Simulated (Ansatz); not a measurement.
Consider the redistribution: `COB(F)OC` + `BBCl` → `BB(F)OC` + `COBCl`.

Program: Ansatz. Geometries: PBE0-D4/def2-TZVP. ΔE: electronic, gas phase. CCSD(T)/CBS adds triple-zeta CCSD(T) − MP2 to the extrapolated MP2 energy (def2 sets, frozen cores). DFT in def2-TZVPP. One conformer a species, not always the lowest.

```csv
level,ΔE (eV)
ωB97M-V,-0.05
r2SCAN,-0.02
BHLYP,0.00
SCS-MP2/def2-QZVPP,-0.07
```

Question: What does CCSD(T)/CBS give? (Best estimate.)

Answer: The calculation gave: -0.05 eV. The listed levels differ from it by 0.00, 0.03, 0.05, -0.02 eV.

Largest T1 diagnostic among the species: 0.013.

Leaving LDA and LC-ωPBE aside and taking each functional with its dispersion term where it has one, the values, not all of them listed here, spread over 0.10 eV, from PBE-D4 to BHLYP-D4. From BLYP to BHLYP (50 % exact exchange), in def2-TZVPP and without D4, ΔE moves by +0.10 eV.
